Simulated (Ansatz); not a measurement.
`C[SiH](F)N[SiH2]F` + `[CH3][GeH]([F])[Cl]` → `F[SiH2][GeH]([F])[Cl]` + `CN[SiH](C)F`  (redistribution)

Gas-phase electronic energies from Ansatz, PBE0-D4/def2-TZVP geometries. CCSD(T)/CBS is the MP2 limit (def2-TZVPP, def2-QZVPP) plus CCSD(T) − MP2 in def2-TZVPP, frozen cores. For Ge outer-core shells are correlated without core-valence functions, which leaves a few kJ/mol of doubt a bond. Scalar relativity is left out up to krypton. One conformer a species, not always the lowest.

```json
{"species": "`C[SiH](F)N[SiH2]F`", "CCSD(T)/def2-TZVPP energy (Eh)": "-874.72582"}
{"species": "`[CH3][GeH]([F])[Cl]`", "CCSD(T)/def2-TZVPP energy (Eh)": "-2675.60934"}
{"species": "`F[SiH2][GeH]([F])[Cl]`", "CCSD(T)/def2-TZVPP energy (Eh)": "-3025.81649"}
{"species": "`CN[SiH](C)F`", "CCSD(T)/def2-TZVPP energy (Eh)": "-524.45342"}
```

(1) Work out ΔE.

Largest T1 diagnostic among the species: 0.012.

## Answers

(1) ΔE = (-3025.81649) + (-524.45342) − (-874.72582) − (-2675.60934) = 0.06525 Eh = +40.9 kcal/mol. CCSD(T)/CBS gives +40.8 kcal/mol.

From PBE to PBE0 (25 % exact exchange), in def2-TZVPP and without D4, ΔE moves by +2.3 kcal/mol.
